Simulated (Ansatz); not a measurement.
C₂H₆BF, SMILES `CBCF` at its PBE0-D4/def2-TZVP geometry, where that method's forces vanish. Charge 0, multiplicity 1.

```
atom   x (Å)   y (Å)   z (Å)
  C1   0.743  -0.664   0.943
  B2  -0.215   0.423   0.374
  C3  -0.604   0.411  -1.133
  F4  -1.462   1.421  -1.541
  H5   0.245  -1.196   1.763
  H6   1.106  -1.399   0.222
  H7   1.608  -0.180   1.414
  H8  -0.659   1.272   1.094
  H9  -1.069  -0.555  -1.386
 H10   0.306   0.465  -1.751
```

For each bond, give half the difference of the two atoms' forces along it (eV/Å; positive pushes the atoms apart) under PBE-D4, r2SCAN-D4, B3LYP-D4, ωB97M-V in def2-TZVPP. (Best estimate.)

Computed: 
```tsv
bond	length (Å)	PBE-D4	r2SCAN-D4	B3LYP-D4	ωB97M-V
C1–B2	1.556	-0.10	0.00	0.08	0.11
C1–H5	1.097	0.14	-0.01	-0.04	-0.07
C1–H6	1.092	0.12	-0.01	-0.03	-0.06
C1–H7	1.097	0.14	-0.01	-0.04	-0.07
B2–C3	1.557	-0.20	-0.10	-0.03	0.04
B2–H8	1.198	0.11	-0.03	-0.15	-0.17
C3–F4	1.387	0.51	0.37	0.43	0.29
C3–H9	1.101	0.14	-0.03	-0.11	-0.13
C3–H10	1.101	0.15	-0.03	-0.11	-0.13
```

B3LYP here is the variant with VWN-RPA as its local correlation; programs differ in this.
